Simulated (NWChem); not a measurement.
System: SF$_{3}$ cation; SMILES F[S+](F)F

Give the equilibrium geometry at PBE0/def2-SVP (NWChem) as a list of bonds and angles, with the point group.

point group C3v; any orientation.
Bonds (Å): F1–S2 1.531, S2–F3 1.531, S2–F4 1.531. Angles (°): F1–S2–F3 99.4, F1–S2–F4 99.4, F3–S2–F4 99.4.
